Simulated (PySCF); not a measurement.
# Polarisability and C₆ of F⁺ (fluorine, charge +1)

[He] 2s2 2p4, high-spin 3P determinant. Computed with PySCF 2.14 in aug-cc-pVQZ-DK (6s5p4d3f2g, 80 functions), with the spin-free X2C one-electron Hamiltonian (Gaussian nucleus). Coupled (time-dependent) response in atomic units; α is the mean over directions.

```csv
method,mean α (bohr³),"α xx, yy, zz",C₆ (like pair),S(−4)
UHF,1.722,"1.795, 1.577, 1.795",3.138,1.262
PBE,1.889,"1.933, 1.800, 1.933",3.542,1.550
PBE0,1.827,"1.880, 1.722, 1.880",3.397,1.431
BHandHLYP,1.777,"1.834, 1.662, 1.834",3.274,1.330
HSE06,1.829,"1.882, 1.722, 1.882",3.399,1.433
```

S(−4) is the Cauchy moment in α(ω) = α(0) + S(−4) ω² + …

α(iu) at BHandHLYP:

```tsv
u (hartree)	α(iu) (bohr³)
0	1.777
0.0500	1.773
0.100	1.764
0.200	1.726
0.300	1.668
0.500	1.516
0.750	1.308
1.00	1.115
1.50	0.8147
2.00	0.6104
3.00	0.3718
5.00	0.1756
```

A single London oscillator, α(iu) = α/(1 + u²/ω²), gives C₆ = (3/4) ω α². Matching the computed C₆ needs ω = 4 × 3.274 / (3 × 1.777²) = 1.38 hartree.

For an ion, C₆ is the dispersion term alone; charge-induced terms of lower order in 1/R come first.

The components differ because the open shell of this determinant is not spherical; for a pure term their mean is the scalar polarisability.
